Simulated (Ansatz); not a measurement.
Reactions of CH4GeO2 (`C1[O][GeH2][O]1`).

Isolated molecules relaxed with PBE0-D4/def2-TZVP in Ansatz; ΔE leaves out vibrations. CBS: MP2 limit from def2 TZ/QZ plus the TZ coupled-cluster correction, frozen cores. This one scheme is used for every species, atoms too. DFT in def2-TZVPP. No spin–orbit coupling; open shells (•) take unrestricted orbitals. Spin–orbit coupling would lower the free atoms: a little for C, O; clearly for Ge. For Ga, Ge outer-core shells are correlated without core-valence functions, so the limit isn't a true one: a few kJ/mol of doubt a bond, and 10 to 20 or more in all where bonds break to atoms. Scalar relativity is left out up to krypton. One conformer a species, not always the lowest.

```
                                                                     reaction  ωB97M-V (eV)  MP2/CBS(def2) (eV)  PBE0-D4 (eV)
`C1[O][GeH2][O]1` + `[BH2][GaH][CH3]` → `[BH2][GeH]1[O]C[O]1` + `[CH3][GaH2]`         -0.07               -0.05         -0.06
                                    `C1[O][GeH2][O]1` → `[OH][GeH]1[CH2][O]1`          0.47                0.32          0.44
                                   `C1[O][GeH2][O]1` → C• + Ge• + 4 H• + 2 O•         29.29               30.18         29.14
                                         `C1[O][GeH2][O]1` → `O=[C](O)[GeH3]`         -0.13                0.02         -0.16
                                           `C1[O][GeH2][O]1` → `O=C[O][GeH3]`         -0.68               -0.56         -0.66
                                           `C1[O][GeH2][O]1` → `C[O][Ge][OH]`         -1.41               -1.38         -1.30
```

Q: Give the CCSD(T)/CBS values in the same order. (Best estimate.)

A: Ansatz gave: -0.05, 0.37, 29.46, -0.04, -0.60, -1.38 eV.

Largest T1 diagnostic: 0.015, for `C[O][Ge][OH]`.
